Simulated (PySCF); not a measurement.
# `Fc1ccc(C(F)(F)F)o1`, C5H2F4O

Molfile (atoms numbered from 1):
```
C5H2F4O
     RDKit          3D

 12 12  0  0  0  0  0  0  0  0999 V2000
   -2.5216    1.6765   -0.3685 F   0  0  0  0  0  0  0  0  0  0  0  0
   -1.6030    0.7578   -0.3224 C   0  0  0  0  0  0  0  0  0  0  0  0
   -1.6034   -0.5481   -0.7039 C   0  0  0  0  0  0  0  0  0  0  0  0
   -0.2852   -1.0091   -0.3913 C   0  0  0  0  0  0  0  0  0  0  0  0
    0.3732    0.0538    0.1454 C   0  0  0  0  0  0  0  0  0  0  0  0
    1.7596    0.2203    0.6572 C   0  0  0  0  0  0  0  0  0  0  0  0
    2.4419    1.1365   -0.0342 F   0  0  0  0  0  0  0  0  0  0  0  0
    2.4071   -0.9404    0.5585 F   0  0  0  0  0  0  0  0  0  0  0  0
    1.7795    0.6029    1.9353 F   0  0  0  0  0  0  0  0  0  0  0  0
   -0.4377    1.1436    0.1886 O   0  0  0  0  0  0  0  0  0  0  0  0
   -2.4289   -1.0971   -1.1471 H   0  0  0  0  0  0  0  0  0  0  0  0
    0.1231   -2.0053   -0.5431 H   0  0  0  0  0  0  0  0  0  0  0  0
  1  2  1  0
  2  3  2  0
  3  4  1  0
  4  5  2  0
  5  6  1  0
  6  7  1  0
  6  8  1  0
  6  9  1  0
  5 10  1  0
 10  2  1  0
  3 11  1  0
  4 12  1  0
M  END
```

The calculation used PySCF 2.14.0, quadratic response CAM-B3LYP/aug-cc-pVDZ first hyperpolarisability, Taylor convention, gas phase. Geometry: PBE0-D3(BJ)/def2-SVP.

Task: Give the tensor of the static β(0;0,0) in the axes of these coordinates.

Result: In au, Taylor convention; rows are the first index (the induced dipole):
|  | xx | yy | zz | xy | xz | yz |
| --- | --- | --- | --- | --- | --- | --- |
| x | -77.7 | +11.2 | +3.2 | +50.3 | -24.4 | -0.5 |
| y | +50.3 | +80.1 | +40.2 | +11.2 | -0.5 | +0.5 |
| z | -24.4 | +0.5 | +51.1 | -0.5 | +3.2 | +40.2 |

Norm of βᵢ = ⅓ Σⱼ (βᵢⱼⱼ + βⱼᵢⱼ + βⱼⱼᵢ): 183.9 au, hyper-Rayleigh value 73.5 au.
